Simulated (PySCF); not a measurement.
PySCF input file for Al(All)(H)(OMe) (C4H9AlO), SMILES C=C[CH2][AlH][O]C, TDA-PBE/def2-SVPD. Geometry: B3LYP-D3(BJ)/def2-SVP. The structure was generated by enumeration; whether it is a known compound was not checked. Other conformers were not sampled.

```python
import numpy as np
from pyscf import gto, scf, dft, tdscf

mol = gto.M(
    atom='''
    Al   -0.09073766   -0.20648517    0.79314960
    C     1.54957060   -0.83782745   -0.08509057
    C     1.63404958    0.33185500   -1.01490248
    C     2.08977587    1.56160548   -0.70490181
    H     1.47093889   -1.79819394   -0.61151749
    H     2.38373911   -0.86541771    0.63356247
    H     1.18404082    0.18889985   -2.00634564
    H     2.54753970    1.77718634    0.26667683
    H     2.04408904    2.38156125   -1.42537771
    H    -0.04981113    0.70974481    2.08098350
    O    -1.57434919   -0.56431528    0.03738528
    C    -2.91919808   -0.20263115    0.13581892
    H    -3.55545919   -1.09913118    0.25198169
    H    -3.12412789    0.46637462    0.99468037
    H    -3.25175393    0.31979436   -0.78021526
    ''',
    basis='def2-SVPD',
    charge=0,
    spin=0,
    max_memory=1600,
    verbose=4,
)
mf = dft.RKS(mol, xc='pbe').density_fit(auxbasis='def2-universal-jkfit')
mf.grids.level = 3
mf.conv_tol = 1e-9
mf.max_cycle = 100
mf.kernel()
mf.grids = dft.Grids(mol).set(level=1).build(with_non0tab=True)  # coarser grid for the response kernel
td = tdscf.TDA(mf)
td.singlet = True
td.nstates = 10
td.conv_tol = 1e-4
td.positive_eig_threshold = 1e-6
td.kernel(x0=td.get_init_guess(mf, 15))
td.analyze()
tt = tdscf.TDA(mf)
tt.singlet = False
tt.nstates = 4
tt.conv_tol = 1e-4
tt.positive_eig_threshold = 1e-6
tt.kernel(x0=tt.get_init_guess(mf, 9))
tt.analyze(verbose=3)
```

Program output:

```
PySCF version 2.14.0

[INPUT] verbose = 4
[INPUT] num. atoms = 15
[INPUT] num. electrons = 54
[INPUT] charge = 0
[INPUT] spin (= nelec alpha-beta = 2S) = 0
[INPUT] symmetry False subgroup None
[INPUT] Mole.unit = angstrom
[INPUT] Symbol           X                Y                Z      unit          X                Y                Z       unit  Magmom
[INPUT]  1 Al    -0.090737660000  -0.206485170000   0.793149600000 AA   -0.171469326584  -0.390200420084   1.498835519808 Bohr   0.0
[INPUT]  2 C      1.549570600000  -0.837827450000  -0.085090570000 AA    2.928264044678  -1.583264420143  -0.160797873083 Bohr   0.0
[INPUT]  3 C      1.634049580000   0.331855000000  -1.014902480000 AA    3.087906180161   0.627115063068  -1.917887730342 Bohr   0.0
[INPUT]  4 C      2.089775870000   1.561605480000  -0.704901810000 AA    3.949104056025   2.951006671820  -1.332071365610 Bohr   0.0
[INPUT]  5 H      1.470938890000  -1.798193940000  -0.611517490000 AA    2.779671648072  -3.398094065453  -1.155600576481 Bohr   0.0
[INPUT]  6 H      2.383739110000  -0.865417710000   0.633562470000 AA    4.504614070314  -1.635402455248   1.197259551103 Bohr   0.0
[INPUT]  7 H      1.184040820000   0.188899850000  -2.006345640000 AA    2.237512870105   0.356968981471  -3.791443770815 Bohr   0.0
[INPUT]  8 H      2.547539700000   1.777186340000   0.266676830000 AA    4.814152324457   3.358395454918   0.503946172467 Bohr   0.0
[INPUT]  9 H      2.044089040000   2.381561250000  -1.425377710000 AA    3.862768459825   4.500498511377  -2.693573495960 Bohr   0.0
[INPUT] 10 H     -0.049811130000   0.709744810000   2.080983500000 AA   -0.094129393655   1.341223309231   3.932488884739 Bohr   0.0
[INPUT] 11 O     -1.574349190000  -0.564315280000   0.037385280000 AA   -2.975088793531  -1.066401327107   0.070647940290 Bohr   0.0
[INPUT] 12 C     -2.919198080000  -0.202631150000   0.135818920000 AA   -5.516484874556  -0.382917377806   0.256660561334 Bohr   0.0
[INPUT] 13 H     -3.555459190000  -1.099131180000   0.251981690000 AA   -6.718844116168  -2.077056905170   0.476176382505 Bohr   0.0
[INPUT] 14 H     -3.124127890000   0.466374620000   0.994680370000 AA   -5.903746090215   0.881320303248   1.879673480781 Bohr   0.0
[INPUT] 15 H     -3.251753930000   0.319794360000  -0.780215260000 AA   -6.144924352178   0.604323756581  -1.474393159606 Bohr   0.0

nuclear repulsion = 270.320415883122
number of shells = 87
number of NR pGTOs = 285
number of NR cGTOs = 199
basis = def2-SVPD
ecp = {}


******** <class 'pyscf.df.df_jk.DFRKS'> ********
method = DFRKS
initial guess = minao
damping factor = 0
level_shift factor = 0
DIIS = <class 'pyscf.scf.diis.CDIIS'>
diis_start_cycle = 1
diis_space = 8
diis_damp = 0
SCF conv_tol = 1e-09
SCF conv_tol_grad = None
SCF max_cycles = 100
direct_scf = False
XC library pyscf.dft.libxc version 7.1.2
    S. Lehtola, C. Steigemann, M. J. T. Oliveira, and M. A. L. Marques,  SoftwareX 7, 1–5 (2018)
XC functionals = pbe
    J. P. Perdew, K. Burke, and M. Ernzerhof,  Phys. Rev. Lett. 77, 3865 (1996)
    J. P. Perdew, K. Burke, and M. Ernzerhof,  Phys. Rev. Lett. 78, 1396 (1997)
    J. P. Perdew, K. Burke, and M. Ernzerhof,  Phys. Rev. Lett. 77, 3865 (1996)
    J. P. Perdew, K. Burke, and M. Ernzerhof,  Phys. Rev. Lett. 78, 1396 (1997)
radial grids:
    Treutler-Ahlrichs [JCP 102, 346 (1995); DOI:10.1063/1.469408] (M4) radial grids

becke partition: Becke, JCP 88, 2547 (1988); DOI:10.1063/1.454033
pruning grids: <function nwchem_prune>
grids dens level: 3
symmetrized grids: False
atomic radii adjust function: <function treutler_atomic_radii_adjust>
small_rho_cutoff = 0
Set gradient conv threshold to 3.16228e-05
Initial guess from minao.
tot grids = 178008
init E= -474.947709955425
  HOMO = -0.290105846261847  LUMO = -0.107975767156763  gap/eV = 4.95601
cycle= 1 E= -474.643109272495  delta_E= 0.305  |g|= 0.91  |ddm|= 5.61
  HOMO = -0.0607801771979699  LUMO = 0.00511967171484429  gap/eV = 1.79323
cycle= 2 E= -473.416175711919  delta_E= 1.23  |g|= 2.43  |ddm|= 4.44
  HOMO = -0.175670500515634  LUMO = -0.0350430414121474  gap/eV = 3.82667
cycle= 3 E= -474.792549708333  delta_E= -1.38  |g|= 0.382  |ddm|= 3.58
  HOMO = -0.222798653384086  LUMO = -0.0572388396995458  gap/eV = 4.50511
cycle= 4 E= -474.826092241256  delta_E= -0.0335  |g|= 0.159  |ddm|= 0.722
  HOMO = -0.210612934662294  LUMO = -0.0520496780255031  gap/eV = 4.31473
cycle= 5 E= -474.832355583122  delta_E= -0.00626  |g|= 0.0474  |ddm|= 0.275
  HOMO = -0.210535117695647  LUMO = -0.0514549551304619  gap/eV = 4.32879
cycle= 6 E= -474.832791590434  delta_E= -0.000436  |g|= 0.0323  |ddm|= 0.104
  HOMO = -0.210710989889714  LUMO = -0.0512667295450875  gap/eV = 4.33870
cycle= 7 E= -474.833091838112  delta_E= -0.0003  |g|= 0.00426  |ddm|= 0.0482
  HOMO = -0.210563668251571  LUMO = -0.0512742174879715  gap/eV = 4.33449
cycle= 8 E= -474.83309632281  delta_E= -4.48e-06  |g|= 0.00115  |ddm|= 0.00897
  HOMO = -0.210573743131266  LUMO = -0.0512778024895622  gap/eV = 4.33466
cycle= 9 E= -474.833096687429  delta_E= -3.65e-07  |g|= 0.000403  |ddm|= 0.00267
  HOMO = -0.210582573786898  LUMO = -0.0512733049122294  gap/eV = 4.33503
cycle= 10 E= -474.833096721575  delta_E= -3.41e-08  |g|= 0.000166  |ddm|= 0.000892
  HOMO = -0.210586268803519  LUMO = -0.0512797001842684  gap/eV = 4.33495
cycle= 11 E= -474.833096728565  delta_E= -6.99e-09  |g|= 3.27e-05  |ddm|= 0.00036
  HOMO = -0.210582878164712  LUMO = -0.0512771860481585  gap/eV = 4.33493
cycle= 12 E= -474.833096728874  delta_E= -3.09e-10  |g|= 8.36e-06  |ddm|= 7.08e-05
  HOMO = -0.210582565749143  LUMO = -0.0512770561843339  gap/eV = 4.33492
Extra cycle  E= -474.833096728842  delta_E= 3.18e-11  |g|= 1.39e-05  |ddm|= 2.7e-05
converged SCF energy = -474.833096728842
tot grids = 54504
Overwritten attributes  positive_eig_threshold  of <class 'pyscf.tdscf.rks.TDA'>


******** <class 'pyscf.tdscf.rks.TDA'> for <class 'pyscf.df.df_jk.DFRKS'> ********
nstates = 10 singlet
deg_eia_thresh = 1.000e-03
wfnsym = None
conv_tol = 0.0001
eigh lindep = 1e-12
eigh level_shift = 0
eigh max_cycle = 100


Excitation energies (eV)
[4.91742461 5.1429696  5.43865964 5.44389179 5.75483497 5.88254162
 6.00144346 6.04548191 6.20460943 6.2649928 ]

** Singlet excitation energies and oscillator strengths **
Excited State   1:      4.91742 eV    252.13 nm  f=0.1197
      26 -> 28        0.15956
      27 -> 28        0.54114
      27 -> 29       -0.40881
Excited State   2:      5.14297 eV    241.08 nm  f=0.0046
      25 -> 28        0.25745
      26 -> 28        0.60625
      27 -> 29        0.24976
Excited State   3:      5.43866 eV    227.97 nm  f=0.0422
      25 -> 28        0.57081
      25 -> 29        0.13517
      26 -> 28       -0.26402
      26 -> 29       -0.10857
      27 -> 28        0.10283
      27 -> 30       -0.19554
Excited State   4:      5.44389 eV    227.75 nm  f=0.0241
      25 -> 28       -0.10671
      26 -> 28        0.10909
      27 -> 29       -0.12705
      27 -> 30       -0.66223
Excited State   5:      5.75483 eV    215.44 nm  f=0.0973
      24 -> 28       -0.20386
      25 -> 28       -0.13187
      25 -> 29        0.11272
      26 -> 29        0.45884
      27 -> 28        0.24834
      27 -> 29        0.30050
      27 -> 31       -0.16463
Excited State   6:      5.88254 eV    210.77 nm  f=0.0231
      24 -> 28        0.21859
      25 -> 28        0.17112
      26 -> 29        0.49369
      27 -> 28       -0.16877
      27 -> 29       -0.20060
      27 -> 31        0.26855
Excited State   7:      6.00144 eV    206.59 nm  f=0.0222
      25 -> 28       -0.13950
      25 -> 29        0.60923
      26 -> 29       -0.12966
      27 -> 31        0.26827
Excited State   8:      6.04548 eV    205.09 nm  f=0.0109
      24 -> 28        0.17156
      25 -> 29        0.25748
      27 -> 29       -0.11630
      27 -> 31       -0.53422
      27 -> 32        0.29528
Excited State   9:      6.20461 eV    199.83 nm  f=0.0202
      24 -> 28       -0.23534
      25 -> 29       -0.10610
      26 -> 30       -0.13371
      27 -> 31        0.16768
      27 -> 32        0.60326
Excited State  10:      6.26499 eV    197.90 nm  f=0.0268
      26 -> 30        0.67568
      27 -> 32        0.12982

** Transition electric dipole moments (AU) **
state          X           Y           Z        Dip. S.      Osc.
  1         0.7593      0.3742     -0.5266      0.9939      0.1197
  2        -0.1808     -0.0505      0.0393      0.0368      0.0046
  3         0.5419      0.1303      0.0754      0.3164      0.0422
  4        -0.4235     -0.0180      0.0279      0.1805      0.0241
  5         0.5142      0.5613     -0.3328      0.6902      0.0973
  6        -0.1144     -0.3089      0.2277      0.1603      0.0231
  7        -0.2269      0.2207     -0.2246      0.1507      0.0222
  8        -0.0869     -0.2492      0.0603      0.0733      0.0109
  9        -0.1049      0.3310      0.1108      0.1328      0.0202
 10        -0.2230     -0.1208      0.3317      0.1744      0.0268

** Transition velocity dipole moments (imaginary part, AU) **
state          X           Y           Z        Dip. S.      Osc.
  1         0.0919      0.0008     -0.0404      0.0101      0.0372
  2        -0.0289     -0.0104      0.0144      0.0012      0.0041
  3         0.0750     -0.0084     -0.0117      0.0058      0.0195
  4        -0.0540      0.0128      0.0027      0.0031      0.0103
  5         0.0693      0.0208     -0.0404      0.0069      0.0217
  6        -0.0044     -0.0024      0.0180      0.0004      0.0011
  7        -0.0395      0.0345     -0.0168      0.0030      0.0092
  8        -0.0085      0.0008      0.0124      0.0002      0.0007
  9        -0.0402      0.0466      0.0290      0.0046      0.0135
 10        -0.0417      0.0003      0.0514      0.0044      0.0127

** Transition magnetic dipole moments (imaginary part, AU) **
state          X           Y           Z
  1        -0.4318     -0.2634     -0.2181
  2        -0.4856     -0.0199      0.0913
  3        -0.1654      0.0020     -0.4537
  4        -0.0653     -0.1268     -0.6637
  5        -0.1879     -0.5132     -0.3471
  6         0.9854      0.1891      0.4268
  7         0.0155      0.1100     -0.0189
  8         0.2386     -0.0819      0.0124
  9        -0.1485     -0.0050      0.2957
 10        -0.0273      0.2083      0.1361


******** <class 'pyscf.tdscf.rks.TDA'> for <class 'pyscf.df.df_jk.DFRKS'> ********
nstates = 4 triplet
deg_eia_thresh = 1.000e-03
wfnsym = None
conv_tol = 0.0001
eigh lindep = 1e-12
eigh level_shift = 0
eigh max_cycle = 100


Excitation energies (eV)
[3.77267574 4.70562377 4.95036854 5.05773293]

** Triplet excitation energies and oscillator strengths **
Excited State   1:      3.77268 eV    328.64 nm  f=0.0000
Excited State   2:      4.70562 eV    263.48 nm  f=0.0000
Excited State   3:      4.95037 eV    250.45 nm  f=0.0000
Excited State   4:      5.05773 eV    245.14 nm  f=0.0000
```

The calculation finished and met its thresholds.
